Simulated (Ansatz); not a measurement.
Reaction (redistribution): `F[Si](F)([SiH3])Cl` + `C[SiH](N)S` → `N[Si](F)(F)[SiH3]` + `C[SiH](S)Cl`

Isolated molecules relaxed with PBE0-D4/def2-TZVP in Ansatz; ΔE leaves out vibrations. CCSD(T)/CBS adds triple-zeta CCSD(T) − MP2 to the extrapolated MP2 energy (def2 sets, frozen cores). DFT in def2-TZVPP. Each species was taken in one conformer, which may not be the lowest.

Q: Is it downhill or uphill in electronic energy at CCSD(T)/CBS, and by how much? (Estimate.)

A: Computed: Downhill: ΔE = -3.6 kcal/mol.

Q: What do these levels give: ωB97M-V, r2SCAN, CCSD/def2-TZVPP, CCSD(T)/def2-TZVPP, HF/def2-QZVPP, MP2/CBS(def2)? (Best estimate.)

A: The calculation gave: ωB97M-V -3.6, r2SCAN -3.5, CCSD/def2-TZVPP -3.7, CCSD(T)/def2-TZVPP -3.7, HF/def2-QZVPP -3.8, MP2/CBS(def2) -3.7 kcal/mol.

Largest T1 diagnostic among the species: 0.012.
